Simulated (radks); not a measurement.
Numerical settings for neutral bismuth, [Hg] 6p3. All-electron calculation, Dirac Kohn-Sham, PBE, spin-unpolarised, spherical densities, finite nucleus; open shells are shared between the two j in proportion to 2j + 1; Fermi nuclear charge, rms radius 5.5211 fm. Program: a radial shooting solver on a logarithmic mesh with Libxc functionals. The defaults (mesh step 0.008 in ln r, mesh end at 40 bohr or more with all orbitals vanishing there, Anderson mixing 0.5 over 9 steps, residual threshold near 1e-9 with the energy settled to 1e-9 hartree or 1e-11 of itself, here a cap of 52 iterations) give E = -21574.871 hartree and 6p3/2 at -4.069 eV in 14 iterations. Run on one thread of a shared host, so times are rough (Arm Neoverse V2): 0.15 s of CPU time, 0.15 s wall, 14 iterations on 2440 mesh points. Changes against that run (0 stands for a change within the tolerance of the run):

setting                    iterations         converged  E (mhartree)  e(6p3/2) (meV)  CPU (s)
mesh step in ln r 0.003            15               yes             0               0     0.41
mesh step in ln r 0.03             14               yes       +0.0111               0     0.05
mesh step in ln r 0.012            14               yes             0               0     0.11
mesh end (bohr) 3                  14  level above zero     +2.89e+03       +2.93e+04     0.13
mesh end (bohr) 5                  14               yes          +169        +3.5e+03     0.14
residual threshold 1e-05            8               yes             0          +0.193     0.11
residual threshold 1e-16           52                no             0               0      0.3
mixing 0.2                         18               yes             0               0     0.19
linear mixing, mixing 0.5          30               yes             0               0     0.26
linear mixing, mixing 0.8          52                no      +0.00237           +3.95     0.61
mixing history 2                   18               yes             0               0     0.18
iteration cap 5                     5                no       +0.0247           -3.73     0.07

Settled on a wrong energy, with an occupied level pushed above zero by the early mesh end: mesh end (bohr) 3 (+2.89 hartree). Apart from these: settings that end as converged yet miss the energy by more than 1 mhartree: mesh end (bohr) 5 (+0.169 hartree). A mesh that ends early acts as a hard wall.
